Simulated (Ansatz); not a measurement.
**Cost against result**

Saddle point of SiPNH₈O, singlet (SiNH₅O ([NH2][SiH2][OH]) + PH₃ → SiPNH₆ ([NH2][SiH2][PH2]) + H₂O; bonds formed: Si1–P7, O2–H6; bonds broken: Si1–O2, H6–P7), PBE0-D4/def2-TZVP structure:

Si1  (-0.802, 0.077, 0.413)
O2  (0.229, -1.441, 0.546)
H3  (-1.716, -0.042, -0.749)
H4  (-1.661, -0.375, 1.561)
N5  (-0.212, 1.528, 1.047)
H6  (0.727, -1.181, -0.362)
P7  (0.960, 0.391, -1.569)
H8  (-0.229, -2.294, 0.572)
H9  (0.378, 2.159, 0.534)
H10  (-0.522, 1.869, 1.941)
H11  (0.576, -0.561, -2.549)
H12  (2.271, -0.131, -1.386)
(Å)

Barriers are electronic and count from the start structure reached by relaxing down the imaginary mode.

Program: Ansatz 0.2.0. Basis: as named in each row. Cores are frozen in the correlated methods. B3LYP uses VWN-RPA correlation. Extrapolation: Hartree–Fock as exp(−7.88 √X), correlation as X^−2.97.

Times are rough, for one single point on 4 threads of a shared host (Arm Neoverse V1).

The estimate by CCSD(T) at an estimated basis limit (MP2 extrapolated from triple and quadruple zeta, plus CCSD(T) − MP2 in triple zeta) is 2.180 eV.

| method | basis | time (s) | barrier (eV) | method less estimate |
| --- | --- | --- | --- | --- |
| HF | STO-3G | under 1 | 3.563 | 1.384 |
| PBE-D4 | STO-3G | under 1 | 1.656 | -0.523 |
| SPW92 | def2-SVP | under 1 | 1.272 | -0.907 |
| PBE-D4 | def2-SVP | under 1 | 1.638 | -0.542 |
| B3LYP-D4 | 6-31G | under 1 | 1.590 | -0.590 |
| PBE0-D4 | def2-SVP | under 1 | 1.823 | -0.356 |
| SPW92 | def2-TZVPP | 1 | 1.420 | -0.760 |
| PBE-D4 | def2-TZVPP | 2 | 1.756 | -0.424 |
| BLYP-D4 | def2-TZVPP | 2 | 2.051 | -0.128 |
| BHLYP-D4 | def2-TZVPP | 3 | 2.381 | 0.202 |
| B3LYP-D4 | def2-TZVPP | 3 | 2.171 | -0.008 |
| PBE0-D4 | def2-TZVPP | 3 | 1.927 | -0.252 |
| CAM-B3LYP-D4 | def2-TZVPP | 3 | 2.251 | 0.072 |
| wB97M-V | def2-SVP | 4 | 1.984 | -0.196 |
| CCSD(T) | def2-SVP | 4 | 2.331 | 0.151 |
| r2SCAN-D4 | def2-TZVPP | 5 | 1.960 | -0.219 |
| r2SCAN0-D4 | def2-TZVPP | 6 | 2.057 | -0.122 |
| RPA on PBE | def2-TZVPP | 6 | 2.281 | 0.101 |
| B2PLYP | def2-TZVPP | 6 | 2.242 | 0.062 |
| PBE-QIDH | def2-TZVPP | 6 | 2.086 | -0.094 |
| wB97X-V | def2-TZVPP | 8 | 2.201 | 0.022 |
| wB97M-V | def2-TZVPP | 9 | 2.119 | -0.061 |
| B97M-V | def2-TZVPP | 10 | 2.121 | -0.058 |
| MP2 | def2-QZVPP | 25 | 2.128 | -0.051 |
| CCSD(T) | def2-TZVPP | 150 | 2.221 | 0.042 |

All methods are single points on the PBE0-D4 structures.

The T1 diagnostic stays at or below 0.013.

Labels in which every atom is bracketed show which atoms are joined, not bond orders.
